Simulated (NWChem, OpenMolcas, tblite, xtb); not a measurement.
A ladder of methods for BHOF2 (difluorohydroxyborane)

BHOF2 has 5 atoms, charge 0, and is taken as a singlet. SMILES: `OB(F)F`. The coordinates come from a PBE0-D4/def2-TZVP relaxation.

Each level gives the dipole moment (D). The values are calculated.

```csv
level,kind,program,value (D),CPU time
GFN1-xTB,semi-empirical,tblite,2.68,under 2 s
GFN0-xTB,semi-empirical,xtb,2.41,under 2 s
HF/def2-SVPD,Hartree–Fock,OpenMolcas,2.10,9.1 s
SVWN5/def2-SVPD,LDA,NWChem,2.01,22 s
revPBE/def2-SVPD,GGA,OpenMolcas,1.93,29 s
TPSS/def2-SVPD,meta-GGA,OpenMolcas,1.95,36 s
M06-2X/def2-SVPD,hybrid meta-GGA,OpenMolcas,2.02,33 s
```

The values span 1.93 to 2.68 D. Magnitudes only. CPU times are rough (shared hosts, several kinds of processor and program).
